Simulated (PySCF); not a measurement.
Question: Write Cartesian coordinates for InChI=1S/C5H4F2Si/c6-4-2-1-3-5(7)8/h4H,8H3 as optimised with PBE0-D3(BJ)/def2-SVP.

Answer: 
```
atom  x, y, z in Å
F1     4.4845    0.5069   -0.1499
C2     3.5636   -0.1689    0.5249
C3     2.3091   -0.2655    0.1363
C4     1.0777   -0.3994   -0.1894
C5    -0.1534   -0.5347   -0.5172
C6    -1.4431   -0.5869   -0.7969
F7    -1.9429   -1.5733   -1.5601
Si8   -2.7168    0.6760   -0.1990
H9     3.9579   -0.6329    1.4359
H10   -2.0172    1.6594    0.6721
H11   -3.7882   -0.0371    0.5559
H12   -3.3211    1.3520   -1.3841
```

Any rigid rotation of these coordinates is as good. Atoms count from 1 in this order. The 4 C–C bonds span 1.281 Å (C3=C4, drawn double) to 1.321 Å (C5=C6, drawn double), a spread of 0.040 Å. Si8 (SiH3 silicon) is tetrahedral (angles from 108.0° to 110.9°).

Bonds between heavy atoms (Å): F1–C2 1.327, C2=C3 1.317, C3=C4 1.281, C4=C5 1.281, C5=C6 1.321, C6–F7 1.344, C6–Si8 1.891.

Theory: PBE0-D3(BJ)/def2-SVP geometry optimisation, gas phase in PySCF.

Point group: C1 (no symmetry element, even within 0.4 Å). Stationary, but not proved a minimum.
